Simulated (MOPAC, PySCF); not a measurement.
H₃BSi₂, SMILES `[SiH]1B[SiH]=1`, neutral singlet in the gas phase. 

Cartesian coordinates (Å):
```xyz
6

B     -0.0164     1.0900    -0.0270
Si     1.0663    -0.4928     0.0085
Si    -1.0511    -0.5244     0.0167
H     -0.0342     2.2719    -0.0562
H      2.4084    -1.1368     0.0197
H     -2.3731    -1.2083     0.0384
```
Charge 0, spin multiplicity 1.

All levels are single points at this geometry (B3LYP-D3(BJ)/def2-TZVP); Pople sets use spherical d functions. Orbital energies aren't observables, and empty levels follow the basis.

| level | HOMO (eV) | LUMO (eV) | gap (eV) | dipole (D) | vertical IE, Delta-SCF (eV) |
|---|---|---|---|---|---|
| B3LYP-D3(BJ)/def2-TZVP in PySCF | -6.70 | -1.88 | 4.83 | 1.21 | 8.88 |
| B3LYP/6-311+G** in PySCF | -6.74 | -1.92 | 4.82 | 1.27 | – |
| B3LYP/6-31G* in PySCF | -6.64 | -1.78 | 4.87 | 1.06 | 8.89 |
| B3LYP/LANL2DZ in PySCF | -6.95 | -1.98 | 4.97 | 1.43 | – |
| PBE/6-31G* in PySCF | -6.11 | -2.45 | 3.67 | 1.06 | 9.02 |
| SVWN5/6-31G* in PySCF | -6.16 | -2.59 | 3.57 | 1.08 | – |
| HF/STO-3G in PySCF | -4.66 | 7.16 | 11.82 | 2.08 | – |
| AM1 in MOPAC | -9.17 | -2.04 | 7.13 | 0.02 | – |
| PM7 in MOPAC | -9.07 | -1.99 | 7.08 | 1.45 | – |
